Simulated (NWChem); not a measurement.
System meant: CHCl3OSi; SMILES Cl[Si](C=O)(Cl)Cl

The following NWChem deck was run.

```
start job
memory heap 200 mb stack 900 mb global 1100 mb
geometry units angstroms noautosym nocenter noautoz
  O     -1.557268     2.170605     0.707055
  C     -1.477245     1.247675    -0.073432
  Si    -0.048910    -0.065037     0.001854
  Cl     1.227654     0.366081     1.551765
  Cl     0.954373    -0.021095    -1.805396
  Cl    -0.907265    -1.928378     0.258431
  H     -2.239802     1.094459    -0.902640
end
basis spherical
  * library 6-31g*
end
dft
  xc m06-2x
  iterations 150
end
property
  shielding 6 1 2 3 4 5 7
end
task dft property
```

End of the output:

```
 Vector   43  Occ=0.000000D+00  E= 3.334195D-02
              MO Center= -2.4D-01,  6.4D-02, -5.4D-02, r^2= 4.4D+00
   Bfn.  Coefficient  Atom+Function         Bfn.  Coefficient  Atom+Function
  ----- ------------  ---------------      ----- ------------  ---------------
    41      1.035576  3 Si pz                56     -0.758051  4 Cl s
    40      0.660422  3 Si py                39      0.471789  3 Si px
    37      0.442895  3 Si pz                74      0.395844  5 Cl s
    92      0.396036  6 Cl s                 57      0.375309  4 Cl px
    59      0.332882  4 Cl pz                 6     -0.319391  1 O  s

 center of mass
 --------------
 x =  -0.01965786 y =  -0.07465203 z =   0.11367470

 moments of inertia (a.u.)
 ------------------
        1566.510145358312           8.714448413312          57.165123552597
           8.714448413312        1400.692958179630         -95.004657276963
          57.165123552597         -95.004657276963        1475.816868646046

     Multipole analysis of the density
     ---------------------------------

     L   x y z        total         alpha         beta         nuclear
     -   - - -        -----         -----         ----         -------
     0   0 0 0     -0.000000    -40.000000    -40.000000     80.000000

     1   1 0 0     -0.303022      2.281702      2.281702     -4.866426
     1   0 1 0     -0.200120      1.678959      1.678959     -3.558038
     1   0 0 1     -0.458099     -4.406066     -4.406066      8.354033

     2   2 0 0    -45.484192   -188.159067   -188.159067    330.833941
     2   1 1 0      0.847097      6.614040      6.614040    -12.380982
     2   1 0 1      1.786049     13.443564     13.443564    -25.101078
     2   0 2 0    -49.698751   -228.028933   -228.028933    406.359114
     2   0 1 1     -2.079584    -23.486174    -23.486174     44.892765
     2   0 0 2    -47.066668   -206.243707   -206.243707    365.420745

          -----------------------------------------
          Chemical Shielding Tensors (GIAO, in ppm)
          -----------------------------------------

 ------------------------------------------------------------------------
  xm06: d2 not coded                    0
 ------------------------------------------------------------------------
 ------------------------------------------------------------------------
  current input line :
    22: task dft property
 ------------------------------------------------------------------------
 ------------------------------------------------------------------------
 This error has not yet been assigned to a category
 ------------------------------------------------------------------------
 For more information see the NWChem manual at https://nwchemgit.github.io

0: xm06: d2 not coded:Received an Error in Communication
```

Question: What is wrong, and how is it mended?

Answer: The program stopped with an error. Cause: this functional's second derivatives, which shieldings need, aren't coded here; the fix takes a hybrid GGA instead. This input runs:
```
start job
memory heap 200 mb stack 900 mb global 1100 mb
geometry units angstroms noautosym nocenter noautoz
  O     -1.557268     2.170605     0.707055
  C     -1.477245     1.247675    -0.073432
  Si    -0.048910    -0.065037     0.001854
  Cl     1.227654     0.366081     1.551765
  Cl     0.954373    -0.021095    -1.805396
  Cl    -0.907265    -1.928378     0.258431
  H     -2.239802     1.094459    -0.902640
end
basis spherical
  * library 6-31g*
end
dft
  xc pbe0
  iterations 150
end
property
  shielding 6 1 2 3 4 5 7
end
task dft property
```
It converges to -1783.37364 Ha (PBE0/6-31G* (spherical d), GIAO).
